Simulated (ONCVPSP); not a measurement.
## Varying the ONCV potential for Ga (Z = 31)

Base potential:

```json
{
 "Element": "Ga (Z = 31)",
 "Generator": "ONCVPSP 4.0.1",
 "Type": "optimised norm-conserving Vanderbilt (ONCV)",
 "Functional": "PBE",
 "Relativity": "scalar-relativistic",
 "Frozen core": "[Ar] 3d10",
 "Valence charge": "3",
 "Reference configuration": "4s2 4p1",
 "Partial waves": "4s: rc 1.40 bohr, ncon 3, nbas 6, qcut 4.8 1/bohr, local; 4p: rc 1.85 bohr, ncon 3, nbas 6, qcut 3.8 1/bohr, 3 projectors, debl 0.3 Ha; d scattering state at 0.21 Ha: rc 1.95 bohr, ncon 4, nbas 8, qcut 4.4 1/bohr, 2 projectors, debl 2.6 Ha",
 "Local potential": "the s channel",
 "Core correction": "Teter function, fcfact 5.5, rcfact 1.6"
}
```

Cutoffs, loose and tight: the cutoffs (Ha) at which the residual kinetic energy of the hardest occupied pseudo-wave falls to 1 and 0.1 mHa per electron. They do not see the model core or the augmentation charge, which bear on the density cutoff. Test errors are all-electron minus pseudo excitation energies from the reference, over the configurations 4s2 4p0; 4s1 4p0; 4s2 4p0.5; 4s1 4p1. A dash means not determined; rows that change the core or the reference have their own tests.

For the base: The cutoffs count occupied waves only; projector 2 of the d channel, the hardest unoccupied one, needs 82 Ha at the loose tolerance.

A true bound ghost makes a file unfit for plane-wave use even where its test errors are small: the radial tests pick states by their node count and pass the ghost by.

| change | outcome | cutoff, loose | cutoff, tight | bound ghosts | GHOST(+) flags above zero | largest test error (meV) |
| --- | --- | --- | --- | --- | --- | --- |
| base | generated | 7.7 Ha | 48 Ha | p, d | p | -479 |
| d: nproj 3 | generated | 7.7 Ha | 48 Ha | p, d | p, d | -479 |

Problem. What comes out with this change to the base: core [Ne] 3s2, valence charge 19; reference 3p6 3d10 4s2; waves now 4s: rc 1.90 bohr, ncon 4, nbas 7, qcut 3 1/bohr, 2 projectors, debl 2.9 Ha; 3p: rc 0.90 bohr, ncon 3, nbas 5, qcut 15.2 1/bohr, 2 projectors, debl 1.1 Ha; 3d: rc 1.20 bohr, ncon 4, nbas 8, qcut 13 1/bohr, 3 projectors, debl 0.6 Ha; f scattering state at 0.46 Ha: rc 1.95 bohr, ncon 4, nbas 9, qcut 5.5 1/bohr, 1 projector; local potential polynomial inside 0.75 bohr (lpopt 5, dvloc0 -1 Ha)?

Solution. outcome: failed: test_data: must have ncon+3 <= nbas <= ncon+5, l= 1. Cause: the input breaks a rule of the program on the basis size: nbas must lie between ncon + 3 and ncon + 5.

Problem. What comes out with this change to the base: all radii but the core radius scaled by about 1.35 (s 1.88, p 2.50, d 2.64 bohr)?

Solution. outcome: generated; cutoff, loose: 7.8 Ha; cutoff, tight: 9.8 Ha; bound ghosts: none; GHOST(+) flags above zero: d; largest test error (meV): -484.
